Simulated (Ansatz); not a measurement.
propa-1,2-dienylcyclopropane (C6H8), SMILES C1CC1C=C=C.

The structure is a stationary point at PBE0-D3(BJ)/def2-SVP. One conformer was computed; it need not be the lowest.

Two levels are set side by side: PBE/def2-SVPD (Ansatz, a first-principles code) and CAM-B3LYP/def2-SVPD (Ansatz). Energy differences of separate SCF runs at the same geometry; the states with an electron removed or added have multiplicity 2 and 2. Differences are taken from unrounded values.

```csv
quantity,PBE
vertical ionisation energy (eV),8.54
vertical singlet–triplet gap (eV),4.40
```

**Question.** These are the PBE values. What does CAM-B3LYP give? (Estimate from the structure and the level; the computed values follow.)

**Answer.** 
```
quantity                           CAM-B3LYP  PBE minus CAM-B3LYP
---------------------------------  ---------  -------------------
vertical ionisation energy (eV)         8.80                -0.26
vertical singlet–triplet gap (eV)       4.45                -0.05
```
